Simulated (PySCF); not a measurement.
A small calculation by hand: dipole moment from atomic charges

BrH3N2SW, SMILES [NH]=[W](=[NH])([SH])[Br], multiplicity 1. Atoms are numbered in the order given.

```xyz
8

W      0.0379    -0.4195    -0.1135
N     -1.4337    -1.3678    -0.2185
H     -2.0704    -2.0566    -0.6144
N      1.1666    -0.8198    -1.3927
H      1.4775    -1.3135    -2.2277
Br    -0.5484     1.9581    -0.2684
S      1.1744    -1.0991     1.8324
H      0.0598    -1.2195     2.5939
```
Charge 0, spin multiplicity 1.

Geometry: r2SCAN-D4/def2-SVP. The multiplicity is an assumed one; other spin states were not compared. The def2 effective core potentials stand for the cores of W; spin–orbit coupling is left out. Other conformers were not sampled.

Charges (e) from HF/def2-TZVP (PySCF):

```json
[
 {"atom": "W1", "ESP fit": "0.698", "Mulliken": "1.576"},
 {"atom": "N2", "ESP fit": "-0.673", "Mulliken": "-0.709"},
 {"atom": "H3", "ESP fit": "0.402", "Mulliken": "0.275"},
 {"atom": "N4", "ESP fit": "-0.553", "Mulliken": "-0.703"},
 {"atom": "H5", "ESP fit": "0.367", "Mulliken": "0.276"},
 {"atom": "Br6", "ESP fit": "-0.163", "Mulliken": "-0.421"},
 {"atom": "S7", "ESP fit": "-0.285", "Mulliken": "-0.465"},
 {"atom": "H8", "ESP fit": "0.207", "Mulliken": "0.170"}
]
```

The dipole moment of the full density is 2.52 D.

What dipole moment does each set of point charges give, and which comes closer to that of the density?


μ = Σ q r, and 1 e Å = 4.8032 D.
ESP fit: Σ q r = (-0.177, -0.486, -0.168) e Å, |μ| = 2.61 D.
Mulliken: Σ q r = (-0.211, -0.564, -0.127) e Å, |μ| = 2.95 D.
ESP fit comes closer in size. Point charges leave out the atoms' own dipoles (lone pairs, polarised bonds); fits to the potential absorb them, partitions of the density don't.
